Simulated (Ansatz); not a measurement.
```yaml
crystal:
  periodic: [false, false, false]
  atoms:
    - {symbol: C, position_ang: [0.066668, 1.467167, 0.047194]}
    - {symbol: C, position_ang: [-0.669426, 0.129251, 0.081715]}
    - {symbol: Si, position_ang: [0.491251, -1.319674, -0.098539]}
    - {symbol: Br, position_ang: [-0.653812, -3.231026, -0.039876]}
    - {symbol: H, position_ang: [-0.628365, 2.303197, 0.154241]}
    - {symbol: H, position_ang: [0.603105, 1.606969, -0.894890]}
    - {symbol: H, position_ang: [0.798073, 1.544909, 0.855799]}
    - {symbol: H, position_ang: [-1.219414, 0.010300, 1.020535]}
    - {symbol: H, position_ang: [-1.412870, 0.071846, -0.719541]}
    - {symbol: H, position_ang: [1.211912, -1.277022, -1.395570]}
    - {symbol: H, position_ang: [1.478278, -1.362818, 1.009332]}
basis:
  gaussian: {orbitals: pcseg-2, final_grid: {core_spheres: 5, valence_spheres: 4, degree: 11}, nuclear_model: gaussian}
hamiltonian: {xc: {name: PBE0-DH}}
```

```sh
$ ansatz run in.yaml --threads 4 --pin off --events-out ev --progress --plain --max-ram 10444MiB
```

It prints (some lines left out):

```
Functional definition: PBE0-DH
1396 factors; integrals over basis functions are off by at most 9.0e-4 eV
mean field evaluation 1: about -80090.5208 eV, gradient 4.6e1 eV
mean field evaluation 2: about -80090.6933 eV, gradient 4.6e1 eV
mean field evaluation 4: about -80095.5855 eV, gradient 2.9e0 eV
mean field evaluation 8: about -80095.6092 eV, gradient 2.4e-1 eV
mean field evaluation 16: about -80095.6093 eV, gradient 3.8e-5 eV
mean field -80095.60928532 eV, -2943.4593504817 hartree, gradient 9.7e-6 eV, S^2 0.000000; 0 other end points of the search recorded, 0 dependent functions left out
16 core orbitals not correlated: weight in the atoms' cores, before any rotation towards them, 1.000 or more for the frozen orbitals, at most 0.000 for the correlated occupied ones
reference -80095.60931494 eV, -2943.4593515700 hartree; 18, 18 occupied and 201, 201 virtual orbitals, 1396 factors
second order -23.10488568 eV of doubles, -0.00000000 eV of singles
Total energy: -80098.49742565 eV, -2943.5654876810 hartree
```

It took 3 s on 4 threads of an INTEL XEON PLATINUM 8581C on a shared host, with 0.6 GiB of host memory at the peak.
